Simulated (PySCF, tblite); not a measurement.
Compound: C5H7ClO2.
Numbering: `[CH3:1][O:2][C:3](=[O:4])/[C:5]([CH3:6])=[CH:7]\[Cl:8]` (hydrogens: H9, H10, H11 on C1; H12, H13, H14 on C6; H15 on C7)

Structure used (GFN2-xTB), in Å, numbered top down from 1:
```xyz
15
C5H7ClO2 angstrom
C      2.3458   -0.8868   -0.5820
O      0.9791   -0.7728   -0.2203
C      0.4973    0.4811   -0.1535
O      1.1749    1.4515   -0.3810
C     -0.9376    0.4859    0.2223
C     -1.5731   -0.8414    0.5015
C     -1.6459    1.6170    0.3065
Cl    -1.0467    3.1820    0.0166
H      2.5277   -0.3988   -1.5421
H      2.9806   -0.4181    0.1732
H      2.5547   -1.9515   -0.6474
H     -2.6194   -0.7176    0.7655
H     -1.4957   -1.4835   -0.3736
H     -1.0530   -1.3390    1.3176
H     -2.6931    1.5998    0.5746
```

Computed with CAM-B3LYP/def2-SVPD in PySCF (dipole) on a GFN2-xTB geometry, gas phase.

Take the most abundant isotopes and a rigid rotor. The values belong to one conformer with, in the numbering `[CH3:1][O:2][C:3](=[O:4])/[C:5]([CH3:6])=[CH:7]\[Cl:8]`, C1–O2–C3–O4 0°, O2–C3–C5–C6 2°.

Task: Give the principal moments of inertia and the rotational constants in GHz.

Result: Ia = 170.98, Ib = 446.52, Ic = 611.11 u·Å²; 505379 MHz·u·Å²/I gives 2956, 1132 and 827.0 MHz, that is A = 2.9558, B = 1.1318, C = 0.8270 GHz.

Task: Classify the top.

Result: An asymmetric top; Ray's κ = -0.714.

Task: Is it planar, by Δ = Ic − Ia − Ib?

Result: Not planar: Δ = Ic − Ia − Ib = -6.40 u·Å². For a rigid frame Δ = −2 Σ m c², so Σ m c² = 3.20 u·Å² lies off the ab plane: 3.14 from hydrogen and 0.06 from heavier atoms. The atom farthest from that plane is 0.90 Å away.

Task: Predict some low-J microwave lines.

Result: The dipole components are |μa| = 1.81 D, |μb| = 2.43 D, |μc| = 0.06 D. Intensities carry the squares of the components, which stand as 0.55 : 1.00 : 0.00 (a : b : c). Some lines, for components of 0.1 D or more:

| type | branch | J(Ka,Kc) | MHz | lower level (cm⁻¹) |
| --- | --- | --- | --- | --- |
| a | Q | 1(1,0) ← 1(1,1) | 305 | 0.126 |
| b | Q | 1(1,0) ← 1(0,1) | 2129 | 0.065 |
| a | Q | 4(1,3) ← 4(1,4) | 3031 | 0.666 |
| b | R | 4(1,3) ← 3(2,2) | 3328 | 0.656 |
| b | R | 1(1,1) ← 0(0,0) | 3783 | 0.000 |
| a | R | 2(0,2) ← 1(0,1) | 3883 | 0.065 |
| b | Q | 4(1,3) ← 4(0,4) | 3898 | 0.637 |
| b | R | 5(1,4) ← 4(2,3) | 5895 | 0.916 |
| a | R | 3(2,1) ← 2(2,0) | 6014 | 0.461 |
| b | Q | 3(2,2) ← 3(1,3) | 6864 | 0.427 |
| b | R | 3(1,3) ← 2(0,2) | 6953 | 0.195 |
| b | Q | 4(2,3) ← 4(1,4) | 7510 | 0.666 |
| a | R | 4(2,2) ← 3(2,1) | 8134 | 0.661 |
| b | R | 2(2,1) ← 1(1,0) | 9694 | 0.136 |
| a | R | 5(4,1) ← 4(4,0) | 9873 | 1.709 |
| a | R | 5(3,2) ← 4(3,1) | 9942 | 1.250 |
| b | Q | 4(4,0) ← 4(3,1) | 13761 | 1.250 |
| b | R | 3(3,0) ← 2(2,1) | 15782 | 0.460 |
| b | Q | 5(5,1) ← 5(4,2) | 17715 | 2.038 |
| b | R | 4(3,1) ← 3(2,2) | 17819 | 0.656 |
| b | R | 5(3,2) ← 4(2,3) | 19953 | 0.916 |
| b | R | 4(4,0) ← 3(3,1) | 21677 | 0.986 |
| b | R | 5(4,1) ← 4(3,2) | 23651 | 1.250 |

Its GFN2-xTB frequencies are all real (lowest 32 cm⁻¹). No vibrational averaging or centrifugal distortion is included, and the geometry carries the error of its method. A rigid rotor knows nothing of internal rotation, which can split or shift real lines. Quadrupole hyperfine structure (35Cl) is left out.
